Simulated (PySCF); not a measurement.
Atom-mapped SMILES (the numbers label the heavy atoms): `[CH2:1]=[C:2]1[CH2:3][CH:4]([O:5][CH3:6])[CH2:7]1` (H(Xn): hydrogen on atom n). Ha(C3), Ha(C7) are cis to O5 on the ring; Hb(C3), Hb(C7) are trans to O5 on the ring.

Computed data (PySCF 2.14): σ from GIAO-PBE0/pcSseg-1, geometry: GFN2-xTB. No solvent, no relativistic terms, single conformer, rapidly exchanging positions averaged.

Shifts are taken against calculated references (same method and geometry level): ¹³C and ¹H against TMS; ¹⁷O vs H2O.

```tsv
atoms	nucleus	count	δ (ppm)
O5	¹⁷O	1	52.0
C6	¹³C	1	57.7
C4	¹³C	1	73.2
C3/C7	¹³C	2	40.9
Hb(C3)/Hb(C7)	¹H	2	?
H(C1)	¹H	2	?
H(C6)	¹H	3	?
C1	¹³C	1	115.1
C2	¹³C	1	150.5
Ha(C3)/Ha(C7)	¹H	2	2.82
H(C4)	¹H	1	3.78
```

Estimate the values marked ?.

Results:


- H(C1): 5.31 ppm, hydrogen on a terminal =CH2 carbon; a vinylic proton, deshielded by the sp2 carbon and the C=C anisotropy
- H(C6): 3.37 ppm, hydrogen on a methyl carbon bonded to O; its carbon carries O, hence the downfield position
- Hb(C3)/Hb(C7): 2.95 ppm, hydrogen on an allylic sp3 CH2; allylic position

Shifts are as computed. Against solution values, carbons near 30 ppm lie about +3 ppm off and those near 130 ppm about +5 ppm. Of 1309 compounds with measured shifts, 239 miss one by over three times the rms of a fit or turn the order of signals round; such compounds aren't used in these exercises. Experimental scales use liquid or dissolved standards, which lie at an offset from isolated H2O (liquid H2O: subtract about 36 ppm).
